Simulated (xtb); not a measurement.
C6H12O, SMILES CC(=O)CC(C)C. All values are semi-empirical tight-binding results from xtb (GFN2-xTB unless named), good for trends rather than for accurate numbers. Geometry optimised at GFN2-xTB. The values are those of a single conformer.

Optimised geometry:

Bond lengths (Å): C1–C2 1.526, C1–H8 1.088, C1–H9 1.087, C1–H10 1.089, C2–C3 1.526, C2–C4 1.532, C2–H11 1.094, C3–H12 1.089, C3–H13 1.087, C3–H14 1.087, C4–C5 1.514, C4–H15 1.092, C4–H16 1.095, C5–C6 1.510, C5–O7 1.204, C6–H17 1.087, C6–H18 1.089, C6–H19 1.087. Angles (°): C2–C1–H8 110.9, C2–C1–H9 110.4, C2–C1–H10 110.5, H8–C1–H9 108.3, H8–C1–H10 108.5, H9–C1–H10 108.3, C1–C2–C3 110.6, C1–C2–C4 110.4, C1–C2–H11 109.2, C3–C2–C4 110.2, C3–C2–H11 108.5, C4–C2–H11 107.9, C2–C3–H12 110.6, C2–C3–H13 110.4, C2–C3–H14 110.4, H12–C3–H13 108.4, H12–C3–H14 108.7, H13–C3–H14 108.3, C2–C4–C5 113.2, C2–C4–H15 110.6, C2–C4–H16 109.5, C5–C4–H15 109.7, C5–C4–H16 106.2, H15–C4–H16 107.4, C4–C5–C6 114.1, C4–C5–O7 123.4, C6–C5–O7 122.6, C5–C6–H17 110.3, C5–C6–H18 108.7, C5–C6–H19 110.7, H17–C6–H18 108.8, H17–C6–H19 110.1, H18–C6–H19 108.2.

```json
{
 "orbital_gap": "4.02 eV",
 "dipole_moment": "3.21 D",
 "zero_point_energy": "104.7 kcal/mol",
 "G − E(el) at 298.15 K (modified RRHO)": "83.6 kcal/mol",
 "static polarisability (D4 model)": "76.4 bohr³",
 "solvation energy, GFN2-xTB/ALPB(water)": "-3.3 kcal/mol",
 "solvation energy, GFN2-xTB/ALPB(thf)": "-7.8 kcal/mol"
}
```

**Question.** Give the IR lines (harmonic; lines under 4 % of the strongest left out, lines within 3 cm⁻¹ merged). (The exact figures need the calculation; the answer reports its results.)

**Answer.** ν (cm⁻¹): 593 (w), 983 (w), 1105 (w), 1140 (m), 1168 (m), 1275 (w), 1348 (w), 1367 (w), 1777 (vs), 2944 (w), 2953 (w), 2980 (w), 3017 (w), 3025 (m), 3030 (w), 3038 (w), 3043 (m), 3048 (w), 3056 (w) (against the strongest line: vs over 80 %, s over 45 %, m over 15 %, w over 4 %, vw less)

Computed atomic charges and the Wiberg bond orders between heavy atoms:
charges (e) C1 -0.11, C2 -0.01, C3 -0.11, C4 -0.09, C5 0.24, C6 -0.14, O7 -0.36, H8 0.03, H9 0.04, H10 0.03, H11 0.05, H12 0.03, H13 0.04, H14 0.04, H15 0.05, H16 0.06, H17 0.07, H18 0.07, H19 0.06. Bond orders C1–C2 1.01, C2–C3 1.01, C2–C4 0.99, C4–C5 0.99, C5–C6 1.00, C5–O7 1.87.
